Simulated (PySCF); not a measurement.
**Working out the ionisation energy of Ge¹⁵⁺**

Ge¹⁵⁺ [Ne] 3s2 3p5 (2P) → Ge¹⁶⁺ [Ne] 3s2 3p4 (3P). Computed with PySCF 2.14 in an uncontracted even-tempered set (19 s from 1.1 bohr⁻², ratio 2.5; 12 p from 1.4 bohr⁻², ratio 2.5; 5 d from 8.6 bohr⁻², ratio 2.7; 4 f from 13 bohr⁻², ratio 2.7), with scalar relativity by spin-free X2C-1e. Frozen: 1s2; the 22 highest virtual orbitals dropped. Energies in hartree (1 hartree = 27.21139 eV):

```tsv
part	Ge¹⁵⁺ (lower)	Ge¹⁶⁺ (upper)
UHF	-1987.136607	-1966.289639
MP2 opposite-spin	-0.409480	-0.384715
MP2 same-spin	-0.153536	-0.142958
```

Problem. What does Hartree-Fock give?

Solution. (-1966.289639) − (-1987.136607) = 20.846968 hartree = 567.275 eV.

Problem. What do MP2 and SCS-MP2 (6/5 opposite-spin, 1/3 same-spin) give?

Solution. The opposite-spin parts differ by 0.674 eV and the same-spin parts by 0.288 eV. MP2: 567.275 + (0.674) + (0.288) = 568.237 eV. SCS-MP2: 567.275 + 1.2 × (0.674) + (0.288)/3 = 568.180 eV.

Reference: 567.3 ± 0.5 eV (semi-empirical (NIST evaluation); NIST Atomic Spectra Database, ionization energies), between the lowest levels; spin-orbit coupling is absent from the calculation.

What remains against the reference includes basis incompleteness, the frozen core and correlation beyond second order.
